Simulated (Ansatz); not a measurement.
Cost and result for the atomization energy of GeH₇NOSi (`O[SiH2][NH][GeH3]`) (11 atoms, 10 bonds).

```xyz
11

O     0.3610   -1.8442   -1.2950
Si   -0.8220   -0.8019   -0.8144
N    -0.4626    0.0937    0.5984
Ge    0.8156    1.4056    0.7838
H     0.6132   -2.5384   -0.6845
H    -2.0845   -1.5347   -0.5225
H    -0.9511    0.0992   -1.9814
H    -0.9439   -0.1665    1.4454
H     1.2400    1.7939   -0.6381
H     0.2051    2.6060    1.5285
H     2.0291    0.8873    1.5797
```

Total charge 0; spin multiplicity 1. Correlated methods include outer-core shells of Ge, which these sets cover unevenly. Scalar relativity is left out up to krypton. The geometry is a stationary point of PBE0-D4/def2-TZVP. It is one conformer, not always the lowest. Program: Ansatz. All runs use 4 threads of an Arm Neoverse V2 on a shared host. Times are those of one run each, without the atoms' runs, and a repeat can differ threefold. Electronic energies, without spin–orbit coupling; frozen cores. CCSD(T)/CBS adds CCSD(T) − MP2 in def2-TZVPP to the MP2 limit, and its time is that of the two runs behind it. T1 = 0.011. With those shells the extrapolation isn't a true limit. B3LYP takes the VWN-RPA correlation (the form of Gaussian; ORCA's B3LYP/G).

CCSD(T)/CBS is a level of theory with its own doubt, some kJ/mol a heavy atom from the limit and from the frozen cores, so smaller differences don't rank the functionals.

| level | functions | wall time | atomization (kcal/mol) | difference from CCSD(T)/CBS | per bond |
| --- | --- | --- | --- | --- | --- |
| PBE-D4/def2-TZVPP (with forces) | 250 | 2.2 s | 843.9 | -7.5 | -0.7 |
| PBE0-D4/def2-TZVPP | 250 | 3 s | 832.8 | -18.6 | -1.9 |
| B3LYP-D4/def2-TZVPP (with forces) | 250 | 4.6 s | 844.0 | -7.4 | -0.7 |
| r2SCAN-D4/def2-TZVPP (with forces) | 250 | 4.8 s | 842.6 | -8.8 | -0.9 |
| B2PLYP/def2-TZVPP | 250 | 5.5 s | 835.7 | -15.7 | -1.6 |
| ωB97X-V/def2-TZVPP | 250 | 7.5 s | 852.2 | 0.8 | 0.1 |
| ωB97M-V/def2-TZVPP (with forces) | 250 | 11 s | 846.4 | -5.0 | -0.5 |
| MP2/def2-QZVPP | 483 | 19 s | 846.3 | -5.1 | -0.5 |
| CCSD(T)/def2-TZVPP | 250 | 2.9 min | 827.9 | -23.5 | -2.3 |
| CCSD(T)/CBS(def2) | – | 3.2 min | 851.4 | 0.0 | 0.0 |

The D4 term adds +8.6 kcal/mol with B3LYP and +4.5 kcal/mol with PBE0; it sums over pairs of atoms, weighted by their polarisabilities, and B3LYP, whose exchange is more repulsive, gets the larger term. In def2-TZVPP, CCSD(T) changes the Hartree–Fock value by +226.5 kcal/mol (the triples alone add +10.6 kcal/mol) and MP2 by +230.8 kcal/mol; breaking electron pairs costs correlation energy, which Hartree–Fock lacks. From PBE to PBE0 (25 % exact exchange), in def2-TZVPP and without D4, the atomization energy moves by −10.3 kcal/mol: exact exchange takes away binding that semilocal exchange gives to molecules.

For some Ge, Se and Sn compounds the MP2-based and the directly extrapolated limit differ by 10 to 25 kJ/mol.
